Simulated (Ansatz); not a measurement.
The cluster InN₂. Charge 0, multiplicity 2. Geometry r2SCAN-D4/def2-TZVP; atoms count from 1.

```tsv
atom	x (Å)	y (Å)	z (Å)
In1	-0.031	-0.014	-0.008
N2	1.690	0.901	0.624
N3	-1.659	-0.887	-0.616
```

In the def2 sets In takes a core potential; there is no spin–orbit coupling. The charge 0 doublet is spin-contaminated (final ⟨S²⟩ up to 1.77, 0.75 for a pure state). The geometry of the doublet was relaxed on an unsound state (⟨S²⟩ 1.77, where a pure state has 0.75). Another isomer (doublet) lies 7.12 eV lower at PBE0-D4/def2-TZVP; other spin states weren't run for this one.

(1) Estimate the Mulliken populations from the PBE0/def2-TZVP orbitals of Ansatz.

(2) Where does the spin sit?

(3) And the Mayer bond orders between bonded heavy atoms (over 0.3)?

## Answers

(1) 
```csv
atom,charge (e),spin (α − β)
In1,0.61,-0.07
N2,-0.23,2.00
N3,-0.39,-0.93
```
Mulliken values and Mayer orders depend strongly on the basis.

(2) Summed by element: In -0.07, N 1.07, of 1 unpaired in all. Largest on single atoms: N2 2.00, N3 -0.93, In1 -0.07.

(3) In1–N2 1.05 (2.05 Å); In1–N3 1.86 (1.95 Å).
